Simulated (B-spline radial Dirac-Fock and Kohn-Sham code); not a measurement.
**Relativistic shifts of the levels of In³⁰⁺**

System: In³⁰⁺ in the configuration 1s2 2s2 2p6 3s2 3p6 3d1.

Both columns are ΔSCF binding energies of the configuration average from a B-spline atomic structure program: non-relativistic Hartree-Fock with a point nucleus, and Dirac-Fock with a finite nucleus and the Coulomb interaction alone, averaged over the two j levels with weights 2j+1.

```
shell  Hartree-Fock (eV)  Dirac-Fock (eV)  shift (eV)  shift (%)
   1s            28580.6          29536.3     +955.76      +3.34
   2s             5476.6           5719.6     +243.03      +4.44
   2p             5206.9           5281.9      +75.03      +1.44
   3s             1989.5           2054.9      +65.36      +3.29
   3p             1879.4           1904.4      +24.96      +1.33
   3d             1733.4           1732.0       -1.35      -0.08
```

Relativity binds 1s, 2s, 2p, 3s, 3p more strongly, among those listed most of all 2s in relative terms, and 3d more weakly, because the contracted s and p shells screen the nucleus better.

Values without a named source are computed, but for edge energies of neutral atoms, which are taken from tables.
